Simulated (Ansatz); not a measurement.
Program: Ansatz. Geometries: PBE0-D4/def2-TZVP. ΔE: electronic, gas phase. CCSD(T)/CBS adds triple-zeta CCSD(T) − MP2 to the extrapolated MP2 energy (def2 sets, frozen cores). DFT in def2-TZVPP. Each species was taken in one conformer, which may not be the lowest.

`CC(S)BO` + `C=[C](O)[AlH2]` → `C=[C]([AlH2])BO` + `CC(O)S`  (formal exchange of groups at a B–C bond)

`CC(S)BO`:

Cartesian coordinates in Å:
```
C -1.020 -0.966 0.103
C 0.088 -0.168 -0.560
S 1.681 -1.022 -0.214
B 0.394 1.257 0.037
O -0.084 1.686 1.226
H -1.094 -1.976 -0.306
H -0.856 -1.073 1.181
H -1.984 -0.473 -0.048
H -0.053 -0.157 -1.642
H 2.477 -0.177 -0.888
H 1.108 2.019 -0.554
H -0.658 1.050 1.665
```

`C=[C](O)[AlH2]`:

Cartesian coordinates in Å:
```
C 0.533 -0.948 -0.990
C 0.478 -0.048 0.000
O 1.654 0.354 0.575
Al -1.290 0.595 0.516
H 1.473 -1.363 -1.346
H -0.379 -1.285 -1.465
H 1.472 0.995 1.265
H -1.385 1.665 1.691
H -2.557 0.034 -0.246
```

`C=[C]([AlH2])BO`:

Cartesian coordinates in Å:
```
C 1.287 0.705 0.241
C 0.202 -0.057 0.013
Al 0.514 -1.976 0.014
B -1.152 0.632 -0.303
O -1.473 1.783 0.344
H 2.272 0.284 0.443
H 1.246 1.795 0.223
H -0.625 -3.025 -0.341
H 1.978 -2.463 0.400
H -1.930 0.178 -1.104
H -2.319 2.143 0.069
```

`CC(O)S`:

Cartesian coordinates in Å:
```
C -0.158 -0.948 0.284
C 0.455 0.354 -0.188
O 0.228 1.402 0.727
S -0.145 0.866 -1.811
H 0.030 -1.749 -0.431
H 0.271 -1.243 1.248
H -1.237 -0.834 0.411
H 1.532 0.217 -0.358
H 0.473 1.088 1.604
H -1.449 0.848 -1.488
```

CCSD(T)/CBS gives +0.6 kcal/mol.

Problem. Another level gave +2.9 kcal/mol. Which?
A. SCS-MP2/def2-TZVPP
B. r2SCAN-D4/def2-TZVPP
C. HF/def2-TZVPP
D. ωB97M-V/def2-TZVPP

Solution. B. r2SCAN-D4 2.9, ωB97M-V 1.3, HF/def2-TZVPP -2.3, SCS-MP2/def2-TZVPP 0.0 kcal/mol.

Largest T1 diagnostic among the species: 0.013.

In def2-TZVPP, CCSD(T) changes the Hartree–Fock value by +2.9 kcal/mol (the triples alone add +0.5 kcal/mol) and MP2 by +3.0 kcal/mol. From PBE to PBE0 (25 % exact exchange), in def2-TZVPP and without D4, ΔE moves by −1.3 kcal/mol.
